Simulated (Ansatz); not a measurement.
System: CH₂S (charge 0, singlet). SMILES: C=S
Geometry: optimised at B3LYP-D3(BJ)/def2-TZVP (Ansatz, a first-principles code).

Computed values are from Ansatz. Valence correlation only, unless marked. Open shells are spin-unrestricted. Spin-orbit coupling is left out. Non-relativistic. Basis-set limits of correlation are two-point, X^-3; Hartree-Fock from the larger set.

The Hartree-Fock reference is unstable (checked in the largest basis), which strains HF and MP2. 

Question: What is the T1 diagnostic at CCSD/aug-cc-pV(Q+d)Z?

Answer: 0.017.

Question: What is the vertical electron affinity (to the doublet; negative means unbound) at CCSD(T)/CBS(def2-TZVPPD,def2-QZVPPD)?

Answer: 0.24 eV.

Question: What is the total energy at CCSD(T)/CBS(aug-cc-pV(T+d)Z,aug-cc-pV(Q+d)Z)?

Answer: -436.9824 Eh.

Question: What is the vertical triplet-singlet gap at CCSD(T)/CBS(def2-TZVPPD,def2-QZVPPD)?

Answer: 1.97 eV.

Question: What is the dipole moment at CCSD(T)/aug-cc-pV(D+d)Z?

Answer: 1.65 D.
